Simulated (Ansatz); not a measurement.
Geometry optimisation, RHF/def2-SVP (Ansatz).

Input file:

```yaml
crystal:
  periodic: [false, false, false]
  atoms:
    - { symbol: Ge, position_ang: [0.0, 0.0, 0.0] }
    - { symbol: Ge, position_ang: [0.0, 0.0, 2.4] }
    - { symbol: H, position_ang: [-1.3958, -0.4318, 2.9174] }
    - { symbol: H, position_ang: [1.0719, -0.9929, 2.9174] }
    - { symbol: H, position_ang: [0.324, 1.4247, 2.9174] }
    - { symbol: H, position_ang: [1.4616, 0.0, -0.5162] }
    - { symbol: H, position_ang: [-0.73, 1.2648, -0.5162] }
    - { symbol: H, position_ang: [-0.73, -1.2648, -0.5162] }
basis:
  gaussian: { orbitals: def2-SVP }
hamiltonian:
  xc: hf
relax:
  f_tol: 0.02
  max_steps: 40
```

Command:

```bash
$ ansatz run input.yaml --threads 1 --pin off --max-ram 2048MiB --backend cpu --events-out ev --progress --plain --runs-dir out
```

Where does it end, and by what steps?

The forces met the threshold. The force dipped under the threshold on the way, but the program's further checks kept it going. After 8 steps the energy has fallen by 0.043 eV; H6 moved furthest, 0.21 Å.

| step | energy less start (eV) | largest force component (eV/Å) | accepted |
| --- | --- | --- | --- |
| 0 | 0.0000 | 0.720 | yes |
| 1 | -0.0237 | 0.112 | yes |
| 2 | -0.0373 | 0.089 | yes |
| 3 | -0.0403 | 0.008 | yes |
| 4 | -0.0388 | 0.148 | no |
| 5 | -0.0423 | 0.021 | yes |
| 6 | -0.0426 | 0.046 | yes |
| 7 | -0.0429 | 0.021 | yes |
| 8 | -0.0429 | 0.020 | yes |

```xyz
8
Properties=species:S:1:pos:R:3
Ge 0.001 0.000 -0.028
Ge -0.001 0.000 2.429
H -1.422 -0.228 2.961
H 0.908 -1.117 2.958
H 0.513 1.345 2.958
H 1.427 0.203 -0.560
H -0.888 1.133 -0.558
H -0.537 -1.336 -0.557
```

Whether the end is a true minimum wasn't checked by a vibrational analysis.

Run time: 12 s on 1 thread of Intel(R) Xeon(R) 6975P-C (Granite Rapids) (shared host), peak memory 0.22 GiB.
